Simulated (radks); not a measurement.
Spherical quantum dot in the effective-mass picture: electrons in a parabolic well V = omega^2 r^2 / 2 with omega = 3.27, with a point charge +2 (a donor) at the centre, all in effective atomic units (hartree* = m*/eps^2 hartree, bohr* = eps/m* bohr), one dielectric constant everywhere. Calculated with a radial shooting solver with Libxc functionals: non-relativistic Kohn-Sham, LDA (Slater exchange, Perdew-Wang correlation), spin-polarised, spherical densities. Levels are named by radial order and angular momentum (1s, 1p, 1d, 2s, ...), and open shells are averaged over m. Results are scaled to m* = 0.06 and eps = 4.8, for which hartree* = 70.86 meV and bohr* = 4.233 nm. Each electron was tried in the lowest free levels, single moves between levels near the top were tried too, and the lowest total energy was kept; such a search can miss a lower state. At N = 1 the Hartree and exchange-correlation terms need not cancel, so that row can carry a self-interaction error.

N                         open shells  2S  E (meV)  mu = E(N) - E(N-1) (meV)  addition energy mu(N+1) - mu(N) (meV)  rms radius (nm)
1                    1s(up 1, down 0)   1  10.3347                    10.335                                  127.0            2.242
2                                none   0  147.638                    137.30                                  411.2            2.359
3                    1p(up 1, down 0)   1  696.121                    548.48                                  67.14            2.851
4                    1p(up 2, down 0)   2  1311.74                    615.62                                  68.68            3.100
5                    1p(up 3, down 0)   3  1996.04                    684.30                                  88.58            3.265
6                    1p(up 3, down 1)   2  2768.91                    772.88                                  63.08            3.398
7                    1p(up 3, down 2)   1  3604.87                    835.96                                  64.18            3.506
8                                none   0  4505.00                    900.13                                  205.8            3.600
9                    2s(up 1, down 0)   1  5610.94                    1105.9                                  64.45            3.749
10                               none   0  6781.33                    1170.4                                  112.9            3.876
11                   1d(up 1, down 0)   1  8064.61                    1283.3                                  53.41            3.992
12                   1d(up 2, down 0)   2  9401.30                    1336.7                                  53.27            4.093
13                   1d(up 3, down 0)   3  10791.3                    1390.0                                  53.01            4.183
14                   1d(up 4, down 0)   4  12234.2                    1443.0                                  52.70            4.265
15                   1d(up 5, down 0)   5  13729.9                    1495.7                                  66.18            4.340
16                   1d(up 5, down 1)   4  15291.8                    1561.8                                  50.52            4.411
17                   1d(up 5, down 2)   3  16904.1                    1612.4                                  50.42            4.477
18                   1d(up 5, down 3)   2  18566.9                    1662.8                                  50.23            4.539
19                   1d(up 5, down 4)   1  20279.9                    1713.0                                  49.98            4.598
20                               none   0  22042.9                    1763.0                                  219.7            4.654
21                   1f(up 1, down 0)   1  24025.6                    1982.7                                  45.23            4.731
22                   1f(up 2, down 0)   2  26053.6                    2028.0                                  45.10            4.802
23                   1f(up 3, down 0)   3  28126.6                    2073.1                                  44.94            4.870
24                   1f(up 4, down 0)   4  30244.6                    2118.0                                  44.76            4.933
25                   1f(up 5, down 0)   5  32407.4                    2162.8                                  44.57            4.993
26                   1f(up 6, down 0)   6  34614.7                    2207.3                                  44.37            5.050
27                   1f(up 7, down 0)   7  36866.4                    2251.7                                  47.80            5.105
28  1f(up 7, down 0) 2p(up 1, down 0)   8  39165.9                    2299.5                                  45.38            5.157
29  1f(up 7, down 0) 2p(up 2, down 0)   9  41510.8                    2344.9                                  45.25            5.207
30  1f(up 7, down 0) 2p(up 3, down 0)  10  43900.9                    2390.1                                      -            5.256

All shells are closed at N = 2, 8, 10, 20 (there: 1s2 1p6 1d10 2s2); the second difference of the energy has clear peaks (12 % above both neighbours; the first and last values, which can be the largest, are not judged, and half-filled shells can peak too) at N = 2, 5, 8, 10, 15, 20.
